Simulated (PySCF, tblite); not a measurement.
C5H4F2O3.
Numbering: `[CH3:1][O:2][C:3]1=[C:4]([F:5])[C@@H:6]([F:7])[C:8](=[O:9])[O:10]1` (hydrogens: H11, H12, H13 on C1; H14 on C6)

Computed with GFN2-xTB (tblite), gas phase: nudged elastic band of 9 images (0 to 8), spring 0.2 eV/Å², climbing image at the end, force threshold 0.05 eV/Å. No saddle search or frequency run followed, so the top image need not be a first-order saddle, and its height can exceed the method's true barrier by a kcal/mol or more.

Path: rotation about C3–O2 (vinylic carbon bearing oxygen, ether oxygen), followed by the dihedral O10–C3–O2–C1.

Image 0 (start, dihedral 2°):
```
atom  x, y, z in Å
C1     -2.489   -0.463    0.052
O2     -1.445   -0.296   -0.900
C3     -0.232   -0.058   -0.432
C4      0.915    0.149   -1.095
F5      1.091    0.133   -2.422
C6      2.033    0.351   -0.122
F7      2.621    1.592   -0.198
C8      1.274    0.217    1.216
O9      1.703    0.297    2.318
O10    -0.035   -0.019    0.940
H11    -3.385   -0.649   -0.535
H12    -2.614    0.438    0.656
H13    -2.286   -1.313    0.708
H14     2.849   -0.380   -0.206
```

Image 8 (end, +0.035 eV, dihedral 180°):
```
atom  x, y, z in Å
C1     -2.414   -0.338   -0.506
O2     -1.483   -0.845    0.440
C3     -0.244   -0.386    0.362
C4      0.398    0.478   -0.439
F5     -0.106    1.149   -1.492
C6      1.835    0.570   -0.036
F7      2.210    1.821    0.395
C8      1.858   -0.423    1.149
O9      2.778   -0.727    1.831
O10     0.606   -0.923    1.307
H11    -3.360   -0.815   -0.263
H12    -2.117   -0.597   -1.525
H13    -2.509    0.746   -0.422
H14     2.547    0.290   -0.823
```

Question: What do the inner images look like?

Answer: 
Image 1: +0.019 eV, dihedral 24°
```
atom  x, y, z in Å
C1     -2.497   -0.404    0.035
O2     -1.400   -0.534   -0.865
C3     -0.208   -0.193   -0.408
C4      0.899    0.152   -1.080
F5      1.036    0.236   -2.409
C6      2.022    0.394   -0.122
F7      2.474    1.693   -0.132
C8      1.317    0.101    1.221
O9      1.775    0.132    2.314
O10     0.022   -0.214    0.962
H11    -3.364   -0.759   -0.517
H12    -2.636    0.642    0.315
H13    -2.347   -1.006    0.933
H14     2.905   -0.240   -0.269
```

Image 2: +0.069 eV, dihedral 46°
```
atom  x, y, z in Å
C1     -2.499   -0.347   -0.014
O2     -1.359   -0.758   -0.771
C3     -0.186   -0.326   -0.344
C4      0.854    0.153   -1.037
F5      0.911    0.337   -2.358
C6      1.999    0.434   -0.116
F7      2.328    1.769   -0.064
C8      1.387   -0.004    1.236
O9      1.902   -0.004    2.303
O10     0.110   -0.403    1.018
H11    -3.350   -0.833   -0.484
H12    -2.610    0.738   -0.075
H13    -2.414   -0.653    1.029
H14     2.926   -0.105   -0.344
```

Image 3: +0.140 eV, dihedral 69°
```
atom  x, y, z in Å
C1     -2.491   -0.296   -0.089
O2     -1.333   -0.952   -0.617
C3     -0.169   -0.444   -0.246
C4      0.781    0.161   -0.968
F5      0.730    0.432   -2.271
C6      1.963    0.473   -0.106
F7      2.200    1.822    0.008
C8      1.478   -0.093    1.252
O9      2.070   -0.118    2.280
O10     0.224   -0.574    1.091
H11    -3.341   -0.862   -0.462
H12    -2.535    0.730   -0.464
H13    -2.483   -0.297    1.001
H14     2.906    0.017   -0.431
```

Image 4 (top): +0.195 eV, dihedral 94°
```
atom  x, y, z in Å
C1     -2.478   -0.255   -0.187
O2     -1.333   -1.092   -0.388
C3     -0.159   -0.534   -0.116
C4      0.686    0.177   -0.872
F5      0.506    0.532   -2.144
C6      1.921    0.506   -0.093
F7      2.105    1.855    0.085
C8      1.589   -0.173    1.260
O9      2.264   -0.213    2.234
O10     0.363   -0.734    1.163
H11    -3.333   -0.863   -0.469
H12    -2.421    0.629   -0.828
H13    -2.560    0.046    0.860
H14     2.850    0.118   -0.528
```

Image 5: +0.175 eV, dihedral 120°
```
atom  x, y, z in Å
C1     -2.462   -0.234   -0.285
O2     -1.359   -1.130   -0.120
C3     -0.164   -0.571    0.020
C4      0.594    0.205   -0.767
F5      0.289    0.641   -1.994
C6      1.885    0.525   -0.082
F7      2.056    1.866    0.161
C8      1.694   -0.243    1.249
O9      2.442   -0.305    2.167
O10     0.489   -0.857    1.213
H11    -3.324   -0.868   -0.478
H12    -2.302    0.446   -1.123
H13    -2.621    0.336    0.634
H14     2.782    0.188   -0.618
```

Image 6: +0.109 eV, dihedral 143°
```
atom  x, y, z in Å
C1     -2.443   -0.243   -0.375
O2     -1.401   -1.074    0.132
C3     -0.184   -0.550    0.154
C4      0.509    0.265   -0.654
F5      0.109    0.776   -1.830
C6      1.857    0.538   -0.068
F7      2.053    1.862    0.251
C8      1.779   -0.313    1.222
O9      2.600   -0.433    2.068
O10     0.571   -0.925    1.252
H11    -3.324   -0.878   -0.428
H12    -2.205    0.148   -1.364
H13    -2.625    0.585    0.316
H14     2.705    0.243   -0.699
```

Image 7: +0.055 eV, dihedral 163°
```
atom  x, y, z in Å
C1     -2.423   -0.283   -0.448
O2     -1.443   -0.976    0.314
C3     -0.214   -0.484    0.269
C4      0.439    0.363   -0.541
F5     -0.021    0.953   -1.660
C6      1.837    0.554   -0.050
F7      2.109    1.848    0.330
C8      1.830   -0.372    1.187
O9      2.711   -0.580    1.952
O10     0.602   -0.941    1.283
H11    -3.341   -0.854   -0.337
H12    -2.143   -0.228   -1.500
H13    -2.562    0.727   -0.054
H14     2.619    0.273   -0.767
```

The largest changes of bonds and angles from start to top: C1–O2 1.423 → 1.433 Å, C3–O10 1.387 → 1.397 Å, C8–O10 1.359 → 1.351 Å, C4–F5 1.339 → 1.333 Å, O2–C3–C4 129.7 → 131.8°, O2–C3–O10 119.0 → 117.3°, C1–O2–C3 117.2 → 115.6°. GFN2-xTB torsional profiles can miss by a kcal/mol or more and can put conformers in the wrong order.

Question: What do single points at PBE0/pcSseg-1 (PySCF, no dispersion term) give on some images?

Answer: 
```tsv
image	GFN2-xTB E (eV)	DFT E (eV)	HOMO (eV)	LUMO (eV)	dipole (D)
0	0.000	0.000	-6.97	-1.52	3.54
2	0.069	-0.011	-7.26	-1.55	3.00
4	0.195	0.067	-7.55	-1.61	3.20
6	0.109	0.013	-7.30	-1.51	3.96
8	0.035	-0.040	-7.20	-1.46	4.48
```

Energies count from image 0 at each level. At the GFN2-xTB top the DFT energy is 1.5 kcal/mol against 4.5; the geometries weren't optimised at the DFT level.

What follows is the cost of the whole band run. Cost: about 11 s of CPU time on one thread; the machine was shared, so the figure is rough.
